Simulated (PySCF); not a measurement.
Excitations are Tamm–Dancoff values on a coarser integration grid. The basis has no diffuse functions, so Rydberg states are missing or too high.

Cartesian coordinates (Å):
SMILES: FB(F)O
```xyz
5

O      0.8280    -0.5895    -0.0043
B     -0.3838    -0.0051     0.0014
F     -1.4654    -0.7565     0.0038
F     -0.5339     1.3138     0.0047
H      1.5552     0.0373    -0.0056
```
Charge 0, spin multiplicity 1.

What is the computed HOMO–LUMO gap, S1 excitation (TDA), LUMO, S1–T1 gap (TDA), HOMO, total energy, T1 excitation (TDA) and dipole moment (PySCF 2.14.0 with PBE0-D4/def2-TZVP)?


- HOMO–LUMO gap: 11.08 eV
- S1 excitation (TDA): 9.34 eV
- LUMO: 0.34 eV
- S1–T1 gap (TDA): 0.45 eV
- HOMO: -10.73 eV
- total energy: -8173.58 eV
- T1 excitation (TDA): 8.89 eV
- dipole moment: 0.418 e·Å
